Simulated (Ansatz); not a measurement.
Mulliken charges of C3H5BSe, SMILES `C=CBC=[Se]` from ωB97M-V/def2-TZVPP in Ansatz (PBE0-D4/def2-TZVP geometry).

```
atom   x (Å)   y (Å)   z (Å)  charge (e)
  C1   0.040  -1.550   0.457      -0.151
  C2  -0.872  -0.604   0.220      -0.166
  B3  -0.527   0.873  -0.096      -0.059
  C4   0.913   1.378  -0.246      -0.160
 Se5   1.244   1.282  -1.974      -0.020
  H6  -0.233  -2.571   0.704       0.116
  H7   1.105  -1.341   0.396       0.095
  H8  -1.921  -0.888   0.286       0.107
  H9  -1.401   1.687  -0.215       0.092
 H10   1.653   1.734   0.467       0.146
```

Task: By hand: the dipole of these point charges (1 e Å = 4.8032 D).

Result: Σ q r = (-0.016, -0.076, 0.177) e Å, of length 0.193 e Å = 0.93 D.

Task: How does the dipole of the full density compare? (Estimate.)

Result: The calculation gave: (0.067, -0.142, 0.306) e Å, 1.65 D; the point charges give 0.56 times that, at 16° from its direction.

Point charges leave out the atoms' own dipoles, such as those of lone pairs, and Mulliken's split depends on the basis, so the two needn't agree.
